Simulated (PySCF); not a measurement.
C2H3O, multiplicity 2. Atoms are numbered in the order given.

```xyz
6

C      0.1733    -1.1715     0.0000
C     -0.4073     0.1317     0.0000
O      0.2646     1.1747     0.0000
H      1.2597    -1.2718     0.0000
H     -0.4499    -2.0673     0.0000
H     -1.5227     0.1803     0.0000
```
Charge 0, spin multiplicity 2.

Geometry optimised at PBE-D3(BJ)/def2-TZVP. The isomer is the one that the SMILES or the coordinates give; other isomers of the formula were not compared.

Calculation: PBE-D3(BJ)/def2-TZVP (PySCF 2.14.0).

Frequencies are harmonic and unscaled.

### Question
Estimate the vibrational spectrum. (The exact figures need the calculation; the answer reports its results.)

### Answer

```csv
mode,ν (cm⁻¹),IR (km/mol),moving atoms (share of kinetic energy)
1,404,0.0,"H 82 %, C 12 %"
2,489,11.0,"H 39 %, C 33 %, O 29 %"
3,717,33.7,"H 84 %, C 16 %"
4,939,1.2,"H 58 %, C 40 %"
5,948,3.3,"H 53 %, C 36 %, O 11 %"
6,1137,16.1,"C 66 %, H 33 %"
7,1350,9.9,"H 81 %, O 12 %"
8,1423,10.8,"H 73 %, C 25 %"
9,1529,51.4,"C 59 %, O 32 %, H 9 %"
10,2840,100.5,H 92 %
11,3073,2.6,H 95 %
12,3188,3.0,"H 89 %, C 11 %"
```
